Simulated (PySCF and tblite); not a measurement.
Values are calculated unless marked as measured or tabulated.
Rotation: stationary points, barriers and rates

System: C6H5BCl2O2, numbered as in [CH3:1][c:2]1[cH:3][o:4][cH:5][c:6]([B:7]([Cl:8])[Cl:9])[c:10]1=[O:11].

Motion: rotation about the B7–C6 bond (torsion Cl8–B7–C6–C5 from -180° to 0°, rising). Level: CAM-B3LYP/pcSseg-1 + D3(BJ) on GFN2-xTB stationary points, with GFN2-xTB thermal terms. Rate constants are transition-state-theory values, counting equivalent paths, without tunnelling. Programs: tblite and PySCF.

| point | symmetry | E(GFN2) kcal/mol | E(DFT) kcal/mol | ZPE change kcal/mol | lowest mode cm⁻¹ | dipole D |
| --- | --- | --- | --- | --- | --- | --- |
| start | Cs | 0.0 | 0.0 | 0.00 | 11 | 4.42 |
| saddle | Cs | 2.5 | 3.0 | -0.17 | 29i | 4.13 |
| end | Cs | 0.0 | 0.0 | 0.00 | 11 | 4.42 |

```json
{"Electronic barrier": "3.0 kcal/mol", "Barrier with zero-point energy": "2.8 kcal/mol", "ΔH‡ (298 K)": "2.3 kcal/mol", "ΔS‡ (298 K, symmetry apart)": "-4.1 cal/(mol K)", "Paths": "2 equivalent paths", "End point": "the same structure with atoms interchanged, or its mirror image", "Mean lifetime of the start against this motion at 298 K": "32 ps", "Cost": "2.1 min on 1 thread of Arm Neoverse V2 (shared host) (rough), peak memory 1.2 GiB, launched as `OMP_NUM_THREADS=1 python ens_run.py task.json out`"}
```

| T/K | ΔG‡ kcal/mol | k s⁻¹ |
| --- | --- | --- |
| 150 | 3.0 | 2.3×10⁸ |
| 200 | 3.2 | 2.7×10⁹ |
| 250 | 3.4 | 1.2×10¹⁰ |
| 298 | 3.5 | 3.2×10¹⁰ |
| 350 | 3.8 | 6.7×10¹⁰ |
| 400 | 4.0 | 1.2×10¹¹ |
| 500 | 4.4 | 2.5×10¹¹ |

ΔG and ΔG‡ leave out symmetry numbers and mirror images; rates count paths: 2 out.
